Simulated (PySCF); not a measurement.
In(Cl)2(vinyl) (C2H3Cl2In), SMILES C=[CH][In]([Cl])[Cl]. Coordinates come from a PBE-D3(BJ)/def2-SVP optimisation. The structure was generated by enumeration; whether it is a known compound was not checked. The def2 effective core potentials stand for the cores of In; spin–orbit coupling is left out. The values are those of a single conformer.

Question: Give the equilibrium geometry at PBE-D3(BJ)/def2-SVP (PySCF confirms it by a frequency run) as Cartesian coordinates in Å, and its point group. (Estimate from the structure and the level; the computed values follow.)

Answer: This is not unique; one that fits is point group Cs.
```xyz
8

In    -0.1404     0.0457     0.0000
Cl    -0.6407     2.3527     0.0000
Cl     2.1825    -0.4247     0.0000
C     -1.5010    -1.6052     0.0000
C     -1.0183    -2.8607     0.0000
H     -2.5856    -1.4036     0.0000
H     -1.6939    -3.7360     0.0000
H      0.0635    -3.0803     0.0000
```
